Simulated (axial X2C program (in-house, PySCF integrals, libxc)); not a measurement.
**Bond lengths and stretching modes, held linear, of ClSbCl**

Calculated with an in-house all-electron X2C program for linear molecules (integrals from PySCF): two-component X2C with atomic mean-field Coulomb and Gaunt terms, Gaussian nuclei, basis Cl dyall-av3z, Sb dyall-v3z with contracted cores. Spin-free rows use the one-electron spin-free X2C Hamiltonian.

Masses Cl 34.969, Sb 120.904, Cl 34.969 u. States: 2c Ω = 1/2 (beyond evenly filled blocks: ω = 1/2); spin-free M_S = 1/2, Λ = 1 (beyond evenly filled blocks: π+α).

PBE0, 2c: energies above the lowest point

| r(Cl–Sb) (Å) | r(Sb–Cl) (Å) | E (meV) |
| --- | --- | --- |
| 2.3956 | 2.3956 | 60.15 |
| 2.3956 | 2.4570 | 25.52 |
| 2.3956 | 2.5184 | 28.91 |
| 2.4570 | 2.3956 | 25.52 |
| 2.4570 | 2.4570 | 0.00 |
| 2.4570 | 2.5184 | 11.89 |
| 2.4570 | 2.5798 | 52.99 |
| 2.5184 | 2.3956 | 28.91 |
| 2.5184 | 2.4570 | 11.89 |
| 2.5184 | 2.5184 | 31.72 |
| 2.5798 | 2.4570 | 52.99 |
| 2.5798 | 2.5798 | 135.61 |

Problem. Fit a quadratic surface with cubic terms in each bond: where is the minimum, and what are the two stretching wavenumbers?

Solution. At PBE0, 2c: bonds 2.465 and 2.465 Å; harmonic stretches 301.1 and 302.4 cm⁻¹; force constants 1.53, 1.53 and coupling 0.34 mdyn/Å.

The other levels and Hamiltonians give:

| Hamiltonian | level | r(Cl–Sb) (Å) | r(Sb–Cl) (Å) | lower stretch (cm⁻¹) | upper stretch (cm⁻¹) |
| --- | --- | --- | --- | --- | --- |
| 2c | HF | 2.489 | 2.489 | 272.1 | 302.6 |
| 2c | PBE | 2.490 | 2.490 | 288.2 | 291.2 |
| 2c | MP2 | 2.452 | 2.452 | 311.4 | 322.0 |
| spin-free | PBE0 | 2.462 | 2.462 | 301.8 | 302.4 |
| spin-free | HF | 2.486 | 2.486 | 273.4 | 303.7 |
| spin-free | PBE | 2.488 | 2.488 | 288.7 | 290.8 |
| spin-free | MP2 | 2.449 | 2.449 | 312.3 | 322.9 |

Each state is one determinant, the lowest of a limited PBE0 search; the stretches come from a fit to these few points and carry an uncertainty of a few per cent. Other orders of the atoms were not compared. MP2 freezes inner shells (threshold -2 hartree). The molecule was held linear; bending was not examined, so a bent shape may lie lower. Note: functional without a current term on a determinant with orbital currents, of the molecule or an atom.
